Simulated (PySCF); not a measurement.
Si(Cl)(OH)(SH)2 (ClH₃OS₂Si), SMILES O[Si](S)(S)Cl. Geometry: PBE-D3(BJ)/def2-SVP. The structure was generated by enumeration, and PubChem lists no compound with its InChIKey, so it may never have been made. Other conformers were not sampled.

Computed equilibrium geometry at PBE-D3(BJ)/def2-SVP (PySCF confirms it by a frequency run) as a Z-matrix (one conformer of several):
```
Si
O 1 1.6701
H 2 0.9754 1 114.21
Cl 1 2.0823 2 108.65 3 -44.05
S 1 2.1339 2 105.14 3 -167.20
H 5 1.3643 1 92.42 2 31.67
S 1 2.1411 2 116.41 3 71.85
H 7 1.3645 1 92.71 2 63.58
```
